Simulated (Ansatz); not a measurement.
Gas-phase electronic energies from Ansatz, PBE0-D4/def2-TZVP geometries. CCSD(T)/CBS is the MP2 limit (def2-TZVPP, def2-QZVPP) plus CCSD(T) − MP2 in def2-TZVPP, frozen cores. This one scheme is used for every species. Functionals use def2-TZVPP. Elements past krypton have def2 core potentials. For In outer-core shells are correlated without core-valence functions, which leaves a few kJ/mol of doubt a bond.

`[BH2][InH][F]` + H₂ → `[F][InH2]` + BH₃  (hydrogenolysis of the In–B bond)

| level | ΔE (kcal/mol) |
| --- | --- |
| PBE-D4 | -3.1 |
| BLYP | -5.3 |

Task: What does CCSD(T)/CBS give? (Best estimate.)

Result: Computed: -4.5 kcal/mol. The listed levels differ from it by 1.4, -0.8 kcal/mol.

Task: What do rigid-rotor, harmonic-oscillator terms from PBE0-D4/def2-TZVP frequencies (298.15 K, 1 bar) make of the CCSD(T)/CBS value? (Best estimate.)

Result: Computed: ΔZPE = +1.5 kcal/mol, ΔH = -3.8 kcal/mol, ΔS = 8 J/(mol·K), ΔG = -4.3 kcal/mol.

Largest T1 diagnostic among the species: 0.016.

The D4 term adds +0.9 kcal/mol with B3LYP and +0.5 kcal/mol with PBE0; it sums over pairs of atoms, weighted by their polarisabilities, and B3LYP, whose exchange is more repulsive, gets the larger term. From PBE to PBE0 (25 % exact exchange), in def2-TZVPP and without D4, ΔE moves by −1.6 kcal/mol. In def2-TZVPP, CCSD(T) changes the Hartree–Fock value by +6.4 kcal/mol (the triples alone add +0.9 kcal/mol) and MP2 by +7.3 kcal/mol.

B3LYP here is the variant with VWN-RPA as its local correlation; programs differ in this.
